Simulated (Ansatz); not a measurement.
A CCSD(T) single point on AlBH4S2, SMILES `[AlH2][S]BS`.

```yaml
crystal:
  periodic: [false, false, false]
  atoms:
    - {symbol: Al, position_ang: [-0.777723, 1.516463, -0.087159]}
    - {symbol: S, position_ang: [1.249129, 0.810710, 0.347856]}
    - {symbol: B, position_ang: [1.272028, -0.993416, 0.223067]}
    - {symbol: S, position_ang: [-0.010954, -2.163968, -0.165017]}
    - {symbol: H, position_ang: [-1.950147, 0.513653, -0.441027]}
    - {symbol: H, position_ang: [-0.975758, 3.079259, -0.021657]}
    - {symbol: H, position_ang: [2.331514, -1.498073, 0.437785]}
    - {symbol: H, position_ang: [-1.045988, -1.321829, -0.349648]}
basis:
  gaussian: {orbitals: def2-SVP}
correlation: {method: ccsd_t}
```

```sh
$ ansatz run in.yaml --threads 2 --pin off --events-out ev --progress --plain --max-ram 4352MiB
```

The program prints (abridged):

```
Functional definition: HF
  name "HF"
  cite "Fock, Z. Phys. 61, 126 (1930) doi:10.1007/BF01340294"
  parent pbe
  exchange = exact_x
  correlation = 0
829 factors; integrals over basis functions are off by at most 1.4e-3 eV
mean field evaluation 1: about -28943.8698 eV, gradient 1.8e1 eV
mean field evaluation 2: about -28943.9240 eV, gradient 1.8e1 eV
mean field evaluation 4: about -28945.4683 eV, gradient 2.0e0 eV
mean field evaluation 8: about -28945.4909 eV, gradient 1.2e-1 eV
mean field evaluation 16: about -28945.4231 eV, gradient 3.1e-1 eV
mean field -28945.49096174 eV, -1063.7271728856 hartree, gradient 7.4e-6 eV, S^2 0.000000; 0 other end points of the search recorded, 0 dependent functions left out
16 core orbitals not correlated: weight in the atoms' cores, before any rotation towards them, 1.000 or more for the frozen orbitals, at most 0.000 for the correlated occupied ones
reference -28945.49096174 eV, -1063.7271728856 hartree; 11, 11 occupied and 61, 61 virtual orbitals, 829 factors
second order -11.17423960 eV of doubles, -0.00000000 eV of singles
cycle   1  -12.15012243 eV  change   -9.8e-1 eV  update   9.2e-2
cycle   2  -12.54503430 eV  change   -3.9e-1 eV  update   2.8e-2
cycle   3  -12.61382410 eV  change   -6.9e-2 eV  update   1.4e-2
cycle   4  -12.60855045 eV  change    5.3e-3 eV  update   4.9e-3
cycle   5  -12.60716317 eV  change    1.4e-3 eV  update   1.6e-3
cycle   6  -12.60704968 eV  change    1.1e-4 eV  update   5.2e-4
cycle   7  -12.60707784 eV  change   -2.8e-5 eV  update   1.9e-4
cycle   8  -12.60713563 eV  change   -5.8e-5 eV  update   8.2e-5
cycle   9  -12.60714184 eV  change   -6.2e-6 eV  update   3.3e-5
cycle  10  -12.60713089 eV  change    1.1e-5 eV  update   1.1e-5
perturbative correction -0.40974449 eV, -0.0150578322 hartree
Total energy: -28958.50783712 eV, -1064.2055342325 hartree
```

Hardware: 2 threads of an Arm Neoverse V1 on a shared host. Wall time 2.5 s, peak host memory 0.24 GiB.

MP2 recovers 85.8 % of the CCSD(T) correlation energy and the triples give 3.1 %; T1 = 0.0150.
